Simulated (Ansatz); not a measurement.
FGeH4In (`[F][GeH2][InH2]`). Total charge 0; spin multiplicity 1. In takes the def2 core potential.

Z-matrix (Å, degrees):
```
Ge
In 1 2.616
F 1 1.757 2 108.3
H 1 1.545 2 115.3 3 -116.6
H 1 1.545 2 115.3 3 116.5
H 2 1.727 1 118.5 3 179.8
H 2 1.721 1 120.3 3 -0.2
```

What are the harmonic wavenumbers in cm⁻¹ at PBE0-D4/def2-TZVP (Ansatz, finite differences of forces, unscaled)? (Best estimate.)

Computed: 70, 112, 207, 317, 330, 506, 587, 668, 671, 764, 861, 1807, 1828, 2110, 2121.

Is this a minimum?

Yes, all 15 modes are real.

Give the ideal-gas thermochemistry at 298.15 K and 1 bar (rigid rotor, harmonic oscillator; point group Cs, symmetry number 1).

Zero-point energy 77.5 kJ/mol; H(298) − E = 97.0 kJ/mol; entropy 350.3 J/(mol·K), of which translation 175.6, rotation 115.0, vibration 59.7; G(298) − E = -7.5 kJ/mol. Modes under 100 cm⁻¹ are hindered rotations or soft bends, so the harmonic entropy is rough.

And at 400, 500, 600, 800 and 1000 K?


```csv
T (K),H − E (kJ/mol),S (J/mol/K),G − E (kJ/mol)
400,107.1,379.6,-44.7
500,118.1,404.0,-83.9
600,129.8,425.4,-125.4
800,155.1,461.7,-214.2
1000,182.1,491.8,-309.7
```
